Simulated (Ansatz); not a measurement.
`O[Si](O)([SiH3])Cl` and `O[Si](O)([SiH3])Br` differ in one element.

Ansatz, PBE0-D4/def2-TZVP geometries, multiplicity 1. Each molecule was computed in one conformer, which needn't be the lowest.

Scalar relativity is left out up to krypton. Spin–orbit coupling is left out; it splits and shifts lone-pair levels of the heavy atoms by tenths of an eV.

| property | `O[Si](O)([SiH3])Cl` |
| --- | --- |
| HOMO–LUMO gap (PBE/def2-TZVPP) / eV | 6.26 |
| LUMO energy (ωB97M-V/def2-TZVPP) / eV | 1.82 |
| LUMO energy (B3LYP/def2-TZVPP) / eV | -0.12 |
| LUMO energy (PBE0/def2-TZVPP) / eV | 0.07 |
| HOMO energy (PBE/def2-TZVPP) / eV | -7.05 |
| HOMO–LUMO gap (B3LYP/def2-TZVPP) / eV | 7.97 |

(1) Give the same properties after the change, and the shifts. (An estimate is asked.)

Answers

(1) The calculation gave: 
```tsv
property	`O[Si](O)([SiH3])Br`	shift
HOMO–LUMO gap (PBE/def2-TZVPP) / eV	6.02	-0.24
LUMO energy (ωB97M-V/def2-TZVPP) / eV	1.72	-0.10
LUMO energy (B3LYP/def2-TZVPP) / eV	-0.24	-0.12
LUMO energy (PBE0/def2-TZVPP) / eV	-0.06	-0.13
HOMO energy (PBE/def2-TZVPP) / eV	-6.94	0.11
HOMO–LUMO gap (B3LYP/def2-TZVPP) / eV	7.69	-0.28
```

With PBE0 the HOMO rises by 0.15 eV and the LUMO falls by 0.13 eV, so the gap narrows by about 0.28 eV. PBE moves the HOMO by 0.11 eV and ωB97M-V by 0.16 eV.

Positive LUMOs are unbound, so they and the gaps depend on the basis.

B3LYP here is the variant with VWN-RPA as its local correlation; programs differ in this.
